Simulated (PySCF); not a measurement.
BI3, SMILES IB(I)I, CAM-B3LYP/def2-SVP optimised geometry.

```
4

B     -0.53     0.00     0.00
I      1.59     0.00     0.00
I     -1.59     1.84     0.00
I     -1.59    -1.84     0.00
```

Density from CAM-B3LYP/def2-TZVP, def2 effective core potentials past Kr (PySCF) at that geometry. The core electrons that the potentials of I replace are not part of the density.

Minimum of the electron density along straight lines between bonded atoms, close to the bond critical point (lines longer than 1.1 times the sum of covalent radii, or with two minima, are not listed):

```csv
bond,length / Å,ρ at the minimum / e bohr⁻³,∇²ρ there / e bohr⁻⁵,position (fraction from the first atom)
B1–I2,2.123,0.122,-0.18,0.40
B1–I3,2.123,0.122,-0.18,0.40
B1–I4,2.123,0.122,-0.18,0.40
```
